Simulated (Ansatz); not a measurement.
Ansatz results at the PBE0-D4/def2-TZVP geometry: LUMO energy (ωB97M-V/def2-TZVPP) 1.96 eV; HOMO energy (PBE/def2-TZVPP) -5.60 eV; size of the dipole moment (B3LYP/def2-TZVPP) 0.85 D.

Each molecule was computed in one conformer, which needn't be the lowest.

Question: Which molecule gave them?
A. `OC1BC=C1`
B. `N[SiH](F)/N=C/O`
C. `[SiH3]C[SiH]1CC1`
D. `[SiH3]C[SiH]1CO1`

Answer: C. The others give `N[SiH](F)/N=C/O`: 1.87, -6.18, 1.55; `OC1BC=C1`: 1.59, -6.02, 2.26; `[SiH3]C[SiH]1CO1`: 1.49, -6.17, 1.82.

B3LYP here is the variant with VWN-RPA as its local correlation; programs differ in this.
